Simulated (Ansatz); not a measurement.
C$_{2}$H$_{5}$BF, SMILES `[CH2]B(C)F` radical, relaxed with UKS PBE-D4/def2-SVP in Ansatz from a rough embedded geometry. The force threshold is 0.03 eV/Å; the program also tests the step.

Charge 0, multiplicity 2.

Start:

```xyz
9

C    -1.463    0.107   -0.374
B    -0.205    0.016    0.502
C     1.182   -0.290   -0.164
F    -0.309    0.111    1.940
H    -2.392    0.372    0.255
H    -1.378    0.969   -1.143
H     1.461    0.446   -0.893
H     1.112   -1.337   -0.696
H     1.992   -0.395    0.573
```

(1) By how much does the energy fall, and how many steps does the optimiser take? (An estimate is asked.)

(2) Which bonds change most? (Estimate.)

(3) Give the relaxed structure. (An estimate is asked.)

Results:

(1) The calculation gave: 20.14 kcal/mol, in 16 steps, 3 of them rejected.

(2) Ansatz gave: B2–F4 from 1.445 to 1.354 Å; C3–H8 from 1.176 to 1.114 Å; C1–H6 from 1.159 to 1.103 Å; C1–H5 from 1.153 to 1.104 Å.

(3) The calculation gave: 
```xyz
9

C    -1.455    0.493   -0.221
B    -0.207   -0.063    0.507
C     1.204   -0.287   -0.152
F    -0.362   -0.407    1.808
H    -2.430    0.608    0.284
H    -1.443    0.803   -1.280
H     1.360    0.290   -1.084
H     1.302   -1.365   -0.418
H     2.030   -0.073    0.556
```
